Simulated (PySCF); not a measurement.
Computed IR spectrum (relative IR intensity) of a molecule C₃H₆BNO. The structure is a stationary point at PBE-D3(BJ)/def2-SVP. One conformer was computed; it need not be the lowest. Computed with PBE-D3(BJ)/def2-SVP (PySCF). No scaling factor is applied to the harmonic values.

ν (cm⁻¹): 242 (w), 498 (s), 898 (w), 926 (m), 988 (w), 1099 (vw), 1151 (m), 1209 (w), 1289 (w), 1382 (w), 1426 (m), 1516 (vs), 1724 (w), 2922 (m), 2971 (w), 3050 (w), 3146 (vw), 3559 (w), 3748 (w) (against the strongest line: vs over 80 %, s over 45 %, m over 15 %, w over 4 %, vw less)

Pick the molecule that these values belong to.
A. CC#CB(N)O
B. CCB1N=CO1
C. CNB1C=CO1
D. C=C1CNB1O

D, C=C1CNB1O
